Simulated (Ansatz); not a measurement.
The Al1–H2 bond of AlH3O2 (SMILES [OH][AlH][OH]) is stretched (multiplicity 1, the rest rigid).
Geometry at rest (charge 0, multiplicity 1):
```xyz
6

Al    -0.35084    -0.22531    -0.18691
H     -1.54694    -1.01381    -0.81632
O     -0.12880     1.39195    -0.63417
H      0.57602     1.94766    -0.29822
O      0.73398    -0.91515     0.92277
H      0.69039    -1.81921     1.23554
```

Correlated levels freeze the cores.

Programs: Ansatz (Gaussian basis) for Hartree–Fock, density functionals and correlated methods. Each number belongs to the level named beside it.

FIC-MRCISD+Q on CASSCF(2,2)/cc-pV(T+d)Z, total energies (hartree):

```tsv
R (Å)	CASSCF	MRCISD	weight c² of the reference
1.565	-393.594570	-394.105013	0.89743
2.738	-393.508169	-394.009111	0.89929
5.007	-393.469638	-393.966698	0.90064
```

Problem. Add the Davidson correction (E_MRCISD − E_CASSCF)(1 − c²)/c² and give the energies above the first point at the three levels.

Solution. 
Corrections (hartree): -0.058338, -0.056100, -0.054835. Above the first point (kcal/mol):
- R = 2.738 Å: CASSCF 54.2, MRCISD 60.2, with the correction 61.6
- R = 5.007 Å: CASSCF 78.4, MRCISD 86.8, with the correction 89.0

Ansatz is an electronic-structure program.
